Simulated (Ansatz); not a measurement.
CH₅In (`[CH3][InH2]`). Charge 0, multiplicity 1. In takes the def2 core potential.

```xyz
7

C     0.439   -0.894   -0.162
In   -0.484    1.023    0.168
H     1.510   -0.798   -0.338
H     0.291   -1.520    0.722
H    -0.023   -1.404   -1.009
H     0.469    2.402    0.596
H    -2.201    1.192    0.022
```

Problem. What are the harmonic wavenumbers in cm⁻¹ at PBE0-D4/def2-TZVP (Ansatz, finite differences of forces, unscaled)? (Estimate.)

Solution. Computed: 11i, 331, 460, 501, 616, 693, 736, 1194, 1447, 1451, 1791, 1800, 3054, 3136, 3161.
